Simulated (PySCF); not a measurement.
C₆ coefficients of unlike pairs at UHF

Calculated with PySCF 2.14 from the dipole response of each species, C₆(A,B) = (3/π) ∫ α_A(iu) α_B(iu) du, in atomic units, from isotropic polarisabilities. For ions this is the dispersion term alone; charge-induced terms of lower order in 1/R come first.

```json
{"species": "Xe³⁺", "configuration": "[Kr] 4d10 5s2 5p3 (4S)", "basis": "aug-cc-pV5Z-PP with ECP28MDF (8s8p6d4f3g2h)", "relativity": "core potential", "α (bohr³)": "9.726", "C₆ (like pair)": "56.55"}
{"species": "Ni³⁺", "configuration": "[Ar] 3d7 (4F)", "basis": "x2c-QZVPPall with one added diffuse shell each of s, p, d, f, g type (12s8p7d5f3g)", "relativity": "spin-free X2C", "α (bohr³)": "1.507", "C₆ (like pair)": "3.513"}
{"species": "Zr²⁺", "configuration": "[Kr] 4d2 (3F)", "basis": "aug-cc-pVTZ-PP with ECP28MDF (6s6p5d3f2g)", "relativity": "core potential", "α (bohr³)": "11.30", "C₆ (like pair)": "55.79"}
{"species": "Br³⁺", "configuration": "[Ar] 3d10 4s2 4p2 (3P)", "basis": "aug-cc-pVQZ-PP with ECP10MDF (7s6p5d3f2g)", "relativity": "core potential", "α (bohr³)": "6.234", "C₆ (like pair)": "23.31"}
```

(1) Estimate C₆ for Zr²⁺ with Xe³⁺.

No spin-orbit coupling is included.

The other pairs:

```tsv
pair	C₆
Br³⁺, Xe³⁺	36.28
Br³⁺, Zr²⁺	35.90
Zr²⁺, Ni³⁺	12.39
Br³⁺, Ni³⁺	8.108
Ni³⁺, Xe³⁺	12.79
```

Results:

(1) The integral gives 55.92. The combination rule 2 C_A C_B / (C_A α_B/α_A + C_B α_A/α_B) gives 55.49 and the geometric mean 56.17.
